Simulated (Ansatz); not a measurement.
Reaction (atomization): `C[N][SiH2]O`• → C• + 6 H• + N• + O• + Si•

Isolated molecules relaxed with PBE0-D4/def2-TZVP in Ansatz; ΔE leaves out vibrations. CBS: MP2 limit from def2 TZ/QZ plus the TZ coupled-cluster correction, frozen cores. This one scheme is used for every species, atoms too. For atomizations the MP2-based limit and the directly extrapolated one differ by several kJ/mol either way, and by 10 to 25 for some Ge, Se and Sn compounds, so smaller differences from it don't rank the levels. Functionals use def2-TZVPP. Open shells (•) are unrestricted, without spin–orbit coupling. Spin–orbit coupling would lower the free atoms: a little for C, O, Si. Each species was taken in one conformer, which may not be the lowest.

Q: What is ΔE at CCSD(T)/CBS? (Best estimate.)

A: Ansatz gave: +36.22 eV.

Q: What do these levels give: LDA (SPW92), ωB97X-V, PBE, revPBE, r2SCAN, r2SCAN0, LC-ωPBE, HF/def2-SVP, HF/def2-TZVPP, CCSD(T)/def2-TZVPP, MP2/def2-QZVPP, CCSD/CBS(def2)? (An estimate is asked.)

A: Computed: LDA (SPW92) 41.32, ωB97X-V 36.41, PBE 36.61, revPBE 35.36, r2SCAN 36.26, r2SCAN0 35.66, LC-ωPBE 36.04, HF/def2-SVP 25.66, HF/def2-TZVPP 25.95, CCSD(T)/def2-TZVPP 35.14, MP2/def2-QZVPP 36.08, CCSD/CBS(def2) 35.76 eV.

Largest T1 diagnostic among the species: 0.015.

At CCSD(T), def2-SVP lies −2.73 eV from the extrapolated value and def2-TZVPP −1.08 eV: correlation converges slowly with the basis, and small sets miss more of it in the bonded molecule than in its fragments. From PBE to PBE0 (25 % exact exchange), in def2-TZVPP and without D4, ΔE moves by −0.67 eV: exact exchange takes away binding that semilocal exchange gives to molecules.
